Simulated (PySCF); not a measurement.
## Radial density of Pb (lead, neutral)

UHF, [Xe] 4f14 5d10 6s1 6p3, high-spin 5S determinant (an excited configuration). All numbers are calculated (PySCF 2.14, a scalar-relativistic core potential, in def2-QZVPPD with the def2 core potential (60 electrons) (8s6p5d4f1g, 88 functions)). This is the valence pseudo-density: the core potential removes the inner electrons and smooths the orbitals near the nucleus.

| r (bohr) | 4πr²ρ (e/bohr) | 4πr²(ρα − ρβ) |
| --- | --- | --- |
| 0.0132 | 1.207e-05 | 0.0000 |
| 0.0223 | 2.420e-05 | 0.0000 |
| 0.0375 | 4.125e-05 | 0.0000 |
| 0.0630 | 7.683e-05 | 0.0000 |
| 0.106 | 0.0003255 | 0.0000 |
| 0.178 | 0.003570 | 0.0001 |
| 0.300 | 0.09466 | 0.0026 |
| 0.504 | 3.514 | 0.1042 |
| 0.848 | 20.33 | 0.0599 |
| 1.43 | 10.10 | 0.3604 |
| 2.40 | 2.514 | 1.7591 |
| 4.04 | 0.6589 | 0.6511 |
| 6.79 | 0.03218 | 0.0322 |
| 11.4 | 9.972e-05 | 0.0001 |

Energies and moments cover only the electrons outside the core potential. Spin-orbit coupling, which splits the p, d and f shells strongly at this Z, is absent. Spin-orbit coupling is strong in this species (close to jj coupling), so the high-spin LS determinant is a model state, not a physical level.
